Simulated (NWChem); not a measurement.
C₅H₈; SMILES C=C=C(C)C

Not confirmed as a minimum by frequencies.

Task: Give the equilibrium geometry at PBE0/def2-SVP (NWChem) as an XYZ file, with the point group.

Result: point group C2v; any orientation.
```
13

C      0.0000     0.0000    -2.2439
C      0.0000     0.0000    -0.9346
C      0.0000     0.0000     0.3801
C      0.0000     1.2823     1.1685
C      0.0000    -1.2823     1.1685
H      0.9346     0.0000    -2.8169
H     -0.9346     0.0000    -2.8169
H      0.0000     2.1653     0.5159
H      0.8862     1.3342     1.8237
H     -0.8862     1.3342     1.8237
H      0.8862    -1.3342     1.8237
H      0.0000    -2.1653     0.5159
H     -0.8862    -1.3342     1.8237
```
